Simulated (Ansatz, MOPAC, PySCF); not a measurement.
Ligands exchanged one at a time, Si OCH3-SiH3. Gas-phase values, no solvent. One relaxed conformer stands for each flexible species; it need not be the lowest. Strings in code marks are SMILES.

Quantity: redistribution energy (mixed species minus the weighted end members), in kcal/mol. Semi-empirical values (MOPAC) are differences of heats of formation.

Level 1: B3LYP-D3(BJ)/def2-TZVP // B3LYP-D3(BJ)/def2-SVP (PySCF)
Level 2: frozen-core MP2/cc-pVDZ // B3LYP-D3(BJ)/def2-SVP (Ansatz, a quantum-chemistry and plane-wave program)
Level 3: PBE/6-31G* // B3LYP-D3(BJ)/def2-SVP (PySCF)
Level 4: PM6 // B3LYP-D3(BJ)/def2-SVP (MOPAC)

```
species                                                                                                   level 1  level 2  level 3  level 4
--------------------------------------------------------------------------------------------------------  -------  -------  -------  -------
2 of 4 OCH3 replaced by SiH3: `CO[Si]([SiH3])([SiH3])OC` (C–O–Si–Si torsion 79°, Si–Si–O–C torsion 178°)     13.3     15.5     11.9     3.62
3 of 4 OCH3 replaced by SiH3: `CO[Si]([SiH3])([SiH3])[SiH3]` (C–O–Si–Si torsion 60°)                         11.9     14.0     11.2     9.35
1 of 4 OCH3 replaced by SiH3: `CO[Si]([SiH3])(OC)OC`                                                         6.61     7.74     5.60    -7.47
```
